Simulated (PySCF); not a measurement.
```xyz
12

N     -0.1045     1.8338    -0.9587
Ga    -0.0124     0.2221    -0.1158
Si    -2.1319    -0.8022     0.3610
Si     2.2098    -0.5599     0.3518
H      0.6989     2.3823    -1.2241
H     -0.9658     2.2889    -1.2180
H     -3.2762     0.0463    -0.0758
H     -2.2545    -2.1176    -0.3274
H     -2.2862    -1.0561     1.8204
H      2.4028    -0.7727     1.8134
H      3.2522     0.4000    -0.1085
H      2.4677    -1.8650    -0.3183
```

Charge 0, multiplicity 1.

Problem. Give the Mulliken and meta-Löwdin atomic charges from r2SCAN-D4/def2-TZVP (PySCF).

Solution. 
| atom | Mulliken (e) | meta-Löwdin (e) |
|---|---|---|
| N1 | -0.61 | -0.62 |
| Ga2 | 0.33 | 0.23 |
| Si3 | 0.00 | 0.17 |
| Si4 | 0.00 | 0.17 |
| H5 | 0.24 | 0.23 |
| H6 | 0.24 | 0.23 |
| H7 | -0.04 | -0.07 |
| H8 | -0.03 | -0.07 |
| H9 | -0.03 | -0.07 |
| H10 | -0.03 | -0.07 |
| H11 | -0.04 | -0.07 |
| H12 | -0.03 | -0.07 |
